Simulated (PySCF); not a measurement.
**Frontier orbitals and the lowest excitations**

C4H14AlNSi2.
Z-matrix (Å and degrees, PBE0-D3(BJ)/def2-SVP geometry), rows numbered from 1:
```
Si
N   1  1.7442
Si  2  1.7224  1  126.98
C   2  1.4823  1  119.23  3   170.05
C   4  1.5427  2  114.42  1   -90.39
C   5  1.5360  4  111.03  2  -154.02
C   6  1.5435  5  111.07  4    53.78
Al  7  1.9721  6   99.82  5   -41.60
H   1  1.4975  2  112.82  3  -107.79
H   1  1.4951  2  107.65  3    12.35
H   1  1.4956  2  109.97  3   132.18
H   3  1.5336  2  103.30  1  -159.53
H   3  1.4960  2  117.49  1    87.02
H   3  1.4910  2  113.75  1   -41.68
H   4  1.1071  2  108.57  1    31.92
H   5  1.1044  4  112.55  2    80.97
H   5  1.1063  4  108.16  2   -35.58
H   6  1.1039  5  109.73  4   178.32
H   6  1.1064  5  108.73  4   -66.85
H   7  1.1058  6  109.94  5    76.02
H   7  1.1016  6  112.33  5  -166.06
H   8  1.5922  4  129.37  2   -67.21
```

Computed with PySCF 2.14.0, density-fitted response routines, TDDFT B3LYP/def2-SVPD, vertical, gas phase, core orbitals frozen in the response.

Frontier orbitals with the atoms that hold most of them (Löwdin shares over 4%, at most four atoms; ? is withheld):

| orbital | ε (eV) | atoms |
| --- | --- | --- |
| LUMO+2 | 0.06 | Al8 29%, Si1 8%, Si3 8%, C7 6% |
| LUMO+1 | -0.17 | Si3 17%, Al8 16%, Si1 12%, H12 10% |
| LUMO | ? | ? |
| HOMO | -6.12 | ? |
| HOMO-1 | -7.27 | C7 28%, Al8 16%, N2 12%, H22 11% |
| HOMO-2 | -7.57 | N2 21%, C4 19%, Al8 11%, H22 8% |
| HOMO-3 | -8.84 | C6 20%, C5 16%, H19 12%, H17 10% |

Give the leading atoms of the HOMO.

N2 (bonded to C and 2 Si) 26%; C4 (bonded to Al, C, N and H) 22%; Al8 (bonded to 2 C and H) 12%; C7 (bonded to Al, C and 2 H) 10%. By element: carbon 32% or more, nitrogen 26%, aluminium 12%.

Give the leading atoms of the LUMO.

Al8 (bonded to 2 C and H) 28%; Si3 (bonded to N and 3 H) 20%; H12 (bonded to Si) 11%; H22 (bonded to Al) 6%. By element: aluminium 28%, silicon 20% or more, hydrogen 18% or more.

What is the LUMO energy, and the HOMO–LUMO gap?

ε(LUMO) = -1.10 eV; the gap is 5.02 eV (0.1843 hartree).

The HOMO–LUMO gap is 5.02 eV. Where does the response calculation put the lowest singlet, and from which orbitals?

S1 is at 4.04 eV (f = 0.0023), 0.97 eV below the gap, made of HOMO→LUMO (99%). 

Give energy, strength and leading configuration of S1, S2 and S3, and follow the Löwdin shares of the leading atoms from the occupied to the empty orbital.

- S1 (4.04 eV, f 0.0023), HOMO→LUMO (99%): N2 26% → at most 7%, C4 22% → at most 7%, Al8 12% → 28%, Si3 at most 11% → 20%
- S2 (5.04 eV, f 0.0010), HOMO→LUMO+1 (90%): N2 26% → at most 10%, C4 22% → at most 10%, Si3 at most 11% → 17%, Al8 12% → 16%
- S3 (5.20 eV, f 0.0043), HOMO-1→LUMO (90%): C7 28% → at most 7%, Al8 16% → 28%, Si3 at most 11% → 20%

One conformer stands for the species.
